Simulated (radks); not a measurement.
Dynamic dipole polarisability and lines of the vanadium ion V21+, [He]. Calculated with a radial shooting solver on a logarithmic mesh with Libxc functionals: scalar-relativistic Kohn-Sham, LDA (Slater exchange, VWN5 correlation), spin-polarised, spherical densities, finite nucleus; Fermi nuclear charge, rms radius of each element as measured or else 0.836 A^(1/3) + 0.57 fm. Time-dependent linear response with the Hartree and adiabatic LDA kernel, continuum included through the Sternheimer equations, no spin-orbit coupling, so fine structure and intercombination lines are absent. Lines are the poles of the dipole polarisability below minus the highest occupied eigenvalue, found on a grid refined at the orbital gaps; the lowest seven at most are given, and weak or close lines can be missed. The first line takes the name of the lowest orbital gap if no other gap lies below it; otherwise a line is named after a gap within 0.6 % of it, if that gap stands alone.

photon energy (eV)  alpha (bohr^3)
0                       0.00003384
109.93                  0.00003385
549.65                  0.00003415
989.37                  0.00003489
1429.1                  0.00003611
1868.8                  0.00003795
2308.5                  0.00004059
2748.3                  0.00004440
3188.0                  0.00005006
3627.7                  0.00005900
4067.4                  0.00007487
4507.2                   0.0001109
4946.9                   0.0002874
5386.6                  -0.0001959
5826.3                   1.039e-06
6266.0                  0.00002051

Lines (eV, oscillator strength): 5159.1 (0.2403 nm, 1s-2p), f = 0.754; 6022.1 (0.2059 nm, 1s-3p), f = 0.148; 6318.8 (0.1962 nm, 1s-4p), f = 0.0547; 6455.3 (0.1921 nm, unassigned), f = 0.0264; 6529.2 (0.1899 nm, unassigned), f = 0.0148. Higher lines, where found, are left out when the end of the mesh affects them. Those listed give 76 % of the static polarisability (sum of f/w^2). Orbital energy gaps for comparison: 1s-2p 5145.0 eV; 1s-3p 6016.0 eV; 1s-4p 6315.6 eV; 1s-5p 6453.4 eV; 1s-6p 6527.9 eV.
